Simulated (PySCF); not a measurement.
BeO, SMILES [Be]=[O]. Heavy atoms are numbered as in [Be:1]=[O:2].

Geometry: B3LYP-D3(BJ)/def2-TZVPD.

The numbers are results of PBE0/pcSseg-2 run with PySCF, not measurements.

GIAO shieldings, no solvent; atoms alike by connectivity are averaged. δ = σ(ref) − σ: ¹⁷O against H2O (σ = 327.8 ppm), references at their B3LYP-D3(BJ)/def2-TZVP geometries, non-relativistic.

Problem. Estimate the chemical shifts. (An estimate is asked for; the answer gives what the named calculation found.)

Solution. 
| nucleus | atoms | count | δ (ppm) |
|---|---|---|---|
| ¹⁷O | O2 | 1 | 40.0 |
